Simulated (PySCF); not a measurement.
Job file and geometry (Å, from GFN2-xTB) of a spin–spin coupling run on SMILES C=C[N](C)[GaH][F], C3H7FGaN, B3LYP/pcJ-1 Ga:pcSseg-1 indirect spin-spin coupling, non-relativistic, gas phase in PySCF; density fitting, a coarse starting grid and PySCF grid level 2 are the driver's defaults:

```
$ OMP_NUM_THREADS=1 python probes_run.py task.json out

{"job": {"kind": "j", "xc": "B3LYP", "basis": "pcJ-1"}, "charge": 0, "multiplicity": 1}
C      1.788250     1.059728    -0.211513
C      1.169509    -0.090379     0.041304
N     -0.198511    -0.260039    -0.040238
C     -0.708474    -1.624171    -0.028077
Ga    -1.316330     1.216485     0.175228
F     -2.974820     0.910087    -0.263390
H      1.222823     1.931650    -0.524473
H      2.853746     1.162110    -0.130805
H      1.732506    -0.976432     0.317181
H     -0.409086    -2.161446     0.878938
H     -1.801311    -1.589561    -0.072301
H     -0.347642    -2.179911    -0.898500
H     -1.015050     2.602365     0.738919
```

**Question.** What does the program print?

**Answer.** 
```
coarse grid: 50680 points
cycle   1  E = -2197.6848216469  dE = -2.819e-02  |g| = 1.284e+00  |ddm| = 3.142e+00
cycle   2  E = -2197.2523984593  dE =  4.324e-01  |g| = 2.115e+00  |ddm| = 1.858e+00
cycle   3  E = -2197.8594497486  dE = -6.071e-01  |g| = 3.317e-01  |ddm| = 1.330e+00
cycle   4  E = -2197.8744788258  dE = -1.503e-02  |g| = 9.655e-02  |ddm| = 2.080e-01
cycle   5  E = -2197.8755986539  dE = -1.120e-03  |g| = 2.115e-02  |ddm| = 6.519e-02
cycle   6  E = -2197.8756832423  dE = -8.459e-05  |g| = 8.383e-03  |ddm| = 1.745e-02
cycle   7  E = -2197.8756952341  dE = -1.199e-05  |g| = 2.017e-03  |ddm| = 6.304e-03
cycle   8  E = -2197.8756959017  dE = -6.676e-07  |g| = 1.121e-03  |ddm| = 2.331e-03
final grid: 107120 points
cycle   9  E = -2197.8756603139  dE =  1.002e-06  |g| = 2.377e-03  |ddm| = 2.854e-03
cycle  10  E = -2197.8756553048  dE =  5.009e-06  |g| = 5.171e-03  |ddm| = 5.569e-03
cycle  11  E = -2197.8756616630  dE = -6.358e-06  |g| = 2.252e-04  |ddm| = 3.816e-03
cycle  12  E = -2197.8756616727  dE = -9.674e-09  |g| = 1.959e-05  |ddm| = 1.428e-04
cycle  13  E = -2197.8756616728  dE = -8.185e-11  |g| = 7.447e-06  |ddm| = 2.027e-05
converged SCF energy = -2197.8756616728

Indirect spin-spin couplings (Hz)
  i      j    bonds     total        FC       PSO       DSO        SD
  0 C    1 C    1     84.720    93.280    -8.778     0.218         -
  0 C    2 N    2     -4.014    -3.487     0.185    -0.009    -0.704
  0 C    3 C    3      5.022     4.979     0.129    -0.086         -
  0 C    5 F    4      1.842     1.882     0.302    -0.523     0.181
  0 C    6 H    1    156.500   154.511     1.123     0.867         -
  0 C    7 H    1    173.937   172.450     0.805     0.682         -
  0 C    8 H    2      6.352     7.649    -0.865    -0.432         -
  0 C    9 H    4      0.389     0.385     0.294    -0.289         -
  0 C   10 H    4      0.730     0.729     0.393    -0.392         -
  0 C   11 H    4      0.423     0.414     0.236    -0.227         -
  0 C   12 H    4      1.700     1.632    -0.057     0.126         -
  1 C    2 N    1    -10.292   -12.770     2.531    -0.146     0.093
  1 C    3 C    2      0.146     0.400    -0.259     0.005         -
  1 C    5 F    3     -0.007     0.442     0.121    -0.600     0.029
  1 C    6 H    2     -2.849    -1.237    -1.358    -0.254         -
  1 C    7 H    2      3.972     5.508    -1.154    -0.383         -
  1 C    8 H    1    169.022   167.898     0.033     1.092         -
  1 C    9 H    3      3.286     3.335    -0.116     0.066         -
  1 C   10 H    3     12.954    12.970     0.430    -0.446         -
  1 C   11 H    3      1.524     1.537    -0.070     0.056         -
  1 C   12 H    3     -1.104    -0.824    -0.015    -0.265         -
  2 N    3 C    1     -8.424    -7.535    -0.047    -0.131    -0.711
  2 N    5 F    2      5.880    -1.662     7.944     0.180    -0.582
  2 N    6 H    3     -4.647    -4.918     0.275    -0.097     0.092
  2 N    7 H    3     -8.622    -8.572    -0.128     0.151    -0.072
  2 N    8 H    2     -2.591    -2.758     0.152     0.004     0.011
  2 N    9 H    2      0.893     1.172    -0.238    -0.038    -0.003
  2 N   10 H    2     -0.911    -0.657    -0.116    -0.103    -0.036
  2 N   11 H    2     -0.355    -0.091    -0.202    -0.046    -0.015
  2 N   12 H    2    -20.391   -20.991     0.138     0.440     0.021
  3 C    5 F    3     -0.423    -0.273     0.090    -0.015    -0.224
  3 C    6 H    4     -0.280    -0.252     0.304    -0.332         -
  3 C    7 H    4      1.024     1.016     0.327    -0.319         -
  3 C    8 H    3      6.754     6.675    -0.095     0.174         -
  3 C    9 H    1    142.772   141.351     0.597     0.823         -
  3 C   10 H    1    140.529   139.088     0.549     0.892         -
  3 C   11 H    1    142.730   141.349     0.571     0.810         -
  3 C   12 H    3      1.624     2.183     0.267    -0.826         -
  5 F    6 H    5     -2.457    -0.235    -0.081    -2.092    -0.049
  5 F    7 H    5     -1.579    -0.385     0.717    -1.726    -0.185
  5 F    8 H    4      3.017     4.233     0.667    -1.812    -0.071
  5 F   10 H    4      1.084     0.857    -1.388     1.770    -0.154
  5 F   11 H    4     -0.743    -0.035     0.175    -0.660    -0.223
  5 F   12 H    2     79.028    85.625    -2.177    -3.888    -0.533
  6 H    7 H    2     -1.386    -2.153     3.859    -3.092         -
  6 H    8 H    3     15.181    15.379     2.732    -2.929         -
  6 H    9 H    5     -0.284    -0.136     1.194    -1.342         -
  6 H   10 H    5     -0.495    -0.084     0.962    -1.373         -
  6 H   11 H    5     -0.482    -0.404     0.874    -0.953         -
  6 H   12 H    5      3.248     2.273    -1.399     2.374         -
  7 H    8 H    3      8.565     8.787     0.258    -0.480         -
  7 H    9 H    5     -0.419    -0.377     0.882    -0.924         -
  7 H   10 H    5     -0.160    -0.029     1.319    -1.450         -
  7 H   11 H    5     -0.592    -0.558     0.841    -0.875         -
  7 H   12 H    5      1.436     1.306     0.632    -0.502         -
  8 H   11 H    4      0.239     0.087    -0.535     0.686         -
  8 H   12 H    4      2.599     3.252     1.076    -1.730         -
  9 H   10 H    2    -13.506   -13.951     2.468    -2.023         -
  9 H   11 H    2     -9.467    -9.789     2.587    -2.265         -
  9 H   12 H    4     -1.302    -0.019     0.864    -2.147         -
 10 H   11 H    2    -13.859   -14.278     2.433    -2.013         -
 10 H   12 H    4     -1.378     1.094     0.907    -3.379         -
 11 H   12 H    4     -0.292     1.134     1.187    -2.613         -
```

Size and cost of the density-fitted run: 246 basis functions, 110 s wall time on 1 thread of an Arm Neoverse N1, shared host; peak memory 1 GiB.
